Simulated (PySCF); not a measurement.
# Electric field gradients and quadrupole coupling constants

H10OSi4.
Z-matrix (Å and degrees, PBE0-D3(BJ)/def2-SVP geometry), rows numbered from 1:
```
O 
Si  1  1.6753
Si  2  2.3409  1  104.48
Si  3  2.3419  2  109.72  1  -143.81
Si  3  2.3453  2  104.69  1   -25.64
H   1  0.9621  2  117.07  3   173.70
H   2  1.5008  1  110.99  3  -118.06
H   2  1.4986  1  111.74  3   122.56
H   3  1.4986  2  111.44  1    93.41
H   4  1.4961  3  108.54  2    58.12
H   4  1.4954  3  110.95  2   177.55
H   4  1.4960  3  111.29  2   -61.23
H   5  1.4968  3  110.66  2  -174.35
H   5  1.4951  3  108.79  2   -55.42
H   5  1.4927  3  110.62  2    64.86
```

Field gradients from the PBE0/pcSseg-1 density (PySCF, non-relativistic), principal values in atomic units, ordered |Vxx| ≤ |Vyy| ≤ |Vzz|:

| atom | Vxx | Vyy | Vzz |
| --- | --- | --- | --- |
| O1 | -0.2590 | -1.2485 | 1.5075 |

Question: Find the asymmetry η = (Vxx − Vyy)/Vzz and the couplings χ = eQV/h (234.96 MHz × Q in barn × V in au), with Q(17O) = −0.0256 b.

Answer: 
```tsv
atom	environment	nucleus	η	χzz (MHz)	χxx (MHz)	χyy (MHz)
O1	silanol oxygen	17O	0.66	-9.07	1.56	7.51
```

The tensor is traceless: Vxx + Vyy + Vzz = 0.

Question: What is Vzz at O1 in SI units (1 au = 9.71736 × 10²¹ V/m²)?

Answer: 1.5075 au = 14.649 × 10²¹ V/m².

Question: And the gradient at the other heavy atoms, for which no coupling is worked out here?

Answer: 
```tsv
atom	environment	Vzz (au)	η
Si2	oxygen-bound silicon	0.423	0.11
Si3	SiH silicon	-0.042	0.21
Si4	SiH3 silicon	0.067	0.18
Si5	SiH3 silicon	0.106	0.51
```

Question: What couplings would deuterons (Q(2H) = 0.00286 b) have in place of the hydrogens, at this geometry?

Answer: 
```csv
atom,bonded to,bond length (Å),Vzz (au),η,χzz (kHz)
H6,O1,0.962,0.4840,0.07,325
H7,Si2,1.501,0.1333,0.05,90
H8,Si2,1.499,0.1353,0.04,91
H9,Si3,1.499,0.1436,0.00,96
H10,Si4,1.496,0.1407,0.01,95
H11,Si4,1.495,0.1414,0.01,95
H12,Si4,1.496,0.1411,0.01,95
H13,Si5,1.497,0.1406,0.01,94
H14,Si5,1.495,0.1418,0.01,95
H15,Si5,1.493,0.1434,0.02,96
```

One conformer (not necessarily the lowest) at the PBE0-D3(BJ)/def2-SVP geometry, without solvent, vibrations or thermal averaging. With so small a basis the couplings can be 20 % off.
